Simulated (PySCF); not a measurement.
**Radial density of C³⁺ (carbon, charge +3)**

BP86, [He] 2s1, 2S determinant. Calculation: PySCF 2.14, in ANO-RCC-VQZP (5s4p3d2f1g, 55 functions); scalar relativity by spin-free X2C-1e.

```
r (bohr)  4πr²ρ (e/bohr)  4πr²(ρα − ρβ)
 0.00339         0.01832         0.0007
 0.00570         0.04962         0.0018
 0.00959          0.1326         0.0047
  0.0161          0.3444         0.0123
  0.0271          0.8507         0.0303
  0.0456           1.924         0.0682
  0.0767           3.759         0.1303
   0.129           5.748         0.1825
   0.217           5.857         0.1270
   0.365           3.074         0.0000
   0.614          0.8858         0.3173
    1.03          0.8991         0.8802
    1.74          0.4005         0.4004
    2.92         0.02053         0.0205
```

Densities and radii are taken from the X2C orbitals without a picture-change correction, which distorts them close to the nucleus.
